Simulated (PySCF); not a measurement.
**Dipole response of Au²⁺ (gold, charge +2)**

[Xe] 4f14 5d9, 2D determinant. Computed with PySCF 2.14 in x2c-TZVPPall with one added diffuse shell each of s, p, d, f type (12s8p8d4f1g, 113 functions), with scalar relativity by spin-free X2C-1e. Coupled (time-dependent) response in atomic units; α is the mean over directions.

```
 method  mean α (bohr³)         α xx, yy, zz  C₆ (like pair)  S(−4)
r2SCANh           8.779  8.631, 8.631, 9.074           57.96  15.52
```

S(−4) is the Cauchy moment in α(ω) = α(0) + S(−4) ω² + …

Spin-orbit coupling is absent.

α(iu) at r2SCANh:

```json
{"u (hartree)": "0", "α(iu) (bohr³)": "8.779"}
{"u (hartree)": "0.0500", "α(iu) (bohr³)": "8.740"}
{"u (hartree)": "0.100", "α(iu) (bohr³)": "8.628"}
{"u (hartree)": "0.200", "α(iu) (bohr³)": "8.224"}
{"u (hartree)": "0.300", "α(iu) (bohr³)": "7.675"}
{"u (hartree)": "0.500", "α(iu) (bohr³)": "6.496"}
{"u (hartree)": "0.750", "α(iu) (bohr³)": "5.244"}
{"u (hartree)": "1.00", "α(iu) (bohr³)": "4.291"}
{"u (hartree)": "1.50", "α(iu) (bohr³)": "3.004"}
{"u (hartree)": "2.00", "α(iu) (bohr³)": "2.207"}
{"u (hartree)": "3.00", "α(iu) (bohr³)": "1.319"}
{"u (hartree)": "5.00", "α(iu) (bohr³)": "0.6145"}
```

For an ion, C₆ is the dispersion term alone; charge-induced terms of lower order in 1/R come first.

The components differ because the open shell of this determinant is not spherical; for a pure term their mean is the scalar polarisability.

Spin-orbit coupling, absent here, splits the open shell strongly.
